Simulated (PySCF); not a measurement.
SnOCl, SMILES [Sn]([Cl])=[O], multiplicity 2. Atoms are numbered in the order given.

```xyz
3

Sn     0.3193    -0.4607     0.0000
O     -1.5699    -1.0922     0.0000
Cl    -0.2003     1.8690     0.0000
```
Charge 0, spin multiplicity 2.

The structure is a stationary point at B3LYP-D3(BJ)/def2-TZVP. The def2 effective core potentials stand for the cores of Sn; spin–orbit coupling is left out.

Computed with TDA-LC-ωPBE/def2-SVPD (PySCF 2.14.0).

Vertical excitations. The molecule is in vacuum.

Computed excitation energies, oscillator strengths and character:
```
state    energy (eV)  λ (nm)      f                                                                                         main pairs
-------  -----------  ------  -----  -------------------------------------------------------------------------------------------------
root 1          0.73    1702  0.000                                                             β HOMO−1→LUMO 55 %, β HOMO−3→LUMO 38 %
root 2          1.23    1012  0.002                                                               β HOMO→LUMO 60 %, β HOMO−4→LUMO 29 %
root 3          3.06     405  0.000                                                               α HOMO→LUMO 45 %, β HOMO→LUMO+1 48 %
root 4          4.32     287  0.023                        α HOMO→LUMO+1 9 %, β HOMO−4→LUMO 34 %, β HOMO→LUMO 29 %, β HOMO−2→LUMO 12 %
root 5          4.50     276  0.083                                                               α HOMO→LUMO 49 %, β HOMO→LUMO+1 47 %
root 6          5.09     243  0.000                   α HOMO−3→LUMO 6 %, β HOMO−2→LUMO 35 %, β HOMO−1→LUMO+1 34 %, β HOMO−3→LUMO+1 7 %
root 7          5.15     241  0.007                     α HOMO−2→LUMO 9 %, α HOMO−3→LUMO 7 %, β HOMO−2→LUMO 42 %, β HOMO−1→LUMO+1 23 %
root 8          5.26     236  0.002                                                             β HOMO−3→LUMO 53 %, β HOMO−1→LUMO 39 %
root 9          5.57     223  0.016  α HOMO→LUMO+1 41 %, α HOMO−2→LUMO 10 %, β HOMO→LUMO+2 18 %, β HOMO−4→LUMO 10 %, β HOMO→LUMO+3 6 %
root 10         5.69     218  0.000                                                           α HOMO−1→LUMO 68 %, β HOMO−2→LUMO+1 24 %
```
Unrestricted roots are not spin-pure.
